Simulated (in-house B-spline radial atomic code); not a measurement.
Whole-atom quantities along the 8-electron series, configuration 1s2 2s2 2p1/2(2) 2p3/2(2). Breit and QED terms are first order and not part of the total energy; the density at the nucleus is averaged over the nuclear charge. Computed with a radial B-spline atomic code at the basis-set limit: Dirac-Hartree-Fock, jj configuration that fills j = l - 1/2 first, finite nuclei.

```csv
ion,Z,E/Z² (Eh),Σ<r²> (bohr²),n(0)/Z³ (bohr⁻³),Lamb diamagnetic shielding (ppm),repulsion over attraction,Breit energy (eV),self-energy (eV),vacuum polarisation (eV)
Se26+,34,-1.6133,0.21528,0.98529,2070.75,0.045574,24.954,23.238,-2.3036
Br27+,35,-1.6192,0.2015,1.0063,2138.63,0.044297,27.362,25.677,-2.5926
Kr28+,36,-1.6249,0.18897,1.0282,2206.89,0.043088,29.925,28.293,-2.9088
Rb29+,37,-1.6305,0.17754,1.0511,2275.54,0.04194,32.646,31.092,-3.2541
Sr30+,38,-1.6359,0.16709,1.075,2344.6,0.04085,35.531,34.083,-3.6304
Zr32+,40,-1.6464,0.14869,1.1255,2484.02,0.038825,41.815,40.671,-4.4841
Nb33+,41,-1.6515,0.14056,1.1516,2554.41,0.037882,45.224,44.285,-4.9658
Mo34+,42,-1.6565,0.13307,1.1777,2625.27,0.036983,48.82,48.124,-5.4872
Tc35+,43,-1.6615,0.12613,1.2074,2696.62,0.036123,52.607,52.196,-6.051
Ru36+,44,-1.6663,0.11969,1.2362,2768.49,0.0353,56.591,56.512,-6.6593
Rh37+,45,-1.6711,0.11372,1.268,2840.89,0.034511,60.778,61.08,-7.3154
Pd38+,46,-1.6758,0.10816,1.3004,2913.84,0.033756,65.175,65.909,-8.0218
Ag39+,47,-1.6805,0.10297,1.335,2987.36,0.03303,69.787,71.011,-8.7817
Cd40+,48,-1.6852,0.098134,1.3691,3061.46,0.032334,74.62,76.396,-9.5978
In41+,49,-1.6898,0.093609,1.407,3136.18,0.031664,79.68,82.074,-10.474
Sn42+,50,-1.6944,0.089372,1.4453,3211.53,0.031019,84.974,88.056,-11.414
Sb43+,51,-1.699,0.085398,1.4856,3287.54,0.030398,90.509,94.354,-12.421
Te44+,52,-1.7036,0.081667,1.5259,3364.23,0.0298,96.29,100.98,-13.499
I45+,53,-1.7081,0.078158,1.5708,3441.62,0.029223,102.33,107.94,-14.652
Xe46+,54,-1.7127,0.074856,1.6161,3519.74,0.028666,108.62,115.26,-15.885
Cs47+,55,-1.7173,0.071742,1.6646,3598.62,0.028128,115.18,122.95,-17.202
Ba48+,56,-1.7218,0.068805,1.7142,3678.27,0.027609,122.02,131.01,-18.607
La49+,57,-1.7264,0.06603,1.7672,3758.74,0.027106,129.14,139.46,-20.108
Ce50+,58,-1.731,0.063405,1.8222,3840.05,0.026619,136.55,148.33,-21.707
```

(1) With what power of Z does the column «self-energy (eV)» change over this range?

## Answers

(1) A fit of the logarithm of its size against log Z from Z = 34 to 58 has slope 3.47. One-loop self-energy scales as Z⁴F(Zα), with F falling from low Z to about Z = 90.
